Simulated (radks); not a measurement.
Values are calculated unless marked as measured or tabulated.
Question: These are the eigenvalues of the occupied orbitals of an atom or ion with whole-number occupations (Ry). Code: a radial shooting solver on a logarithmic mesh with Libxc functionals. Model: scalar-relativistic Kohn-Sham, PBE, spin-polarised, spherical densities, finite nucleus; Fermi nuclear charge, rms radius of each element as measured or else 0.836 A^(1/3) + 0.57 fm.

1s up: -2526.929
1s down: -2526.926
2s up: -393.9025
2s down: -393.9011
2p up: -353.5350
2p down: -353.5326
3s up: -81.16079
3s down: -81.15831
3p up: -68.12175
3p down: -68.11891
3d up: -48.78360
3d down: -48.78087
4s up: -15.25331
4s down: -15.24751
4p up: -11.12420
4p down: -11.11829
4d up: -5.10526
4d down: -5.09655
5s up: -2.16095
5s down: -2.10959
5p up: -1.27452
5p down: -1.22202

Which element is it, and in what charge state? The configuration may be excited. Open shells, if any, are filled with parallel spins first.

Answer: Z = 54, xenon, charge +1: Xe+ in [Kr] 4d10 5s2 5p5. The list shows which subshells hold electrons but not how many an open one holds; the 1s level, -1263.5 hartree, gives Z - s = 50.3 by -(Z - s)^2/2, which with screening and relativity narrows Z to a few neighbours, and the depths of the outer levels then fix element, charge and occupations together.
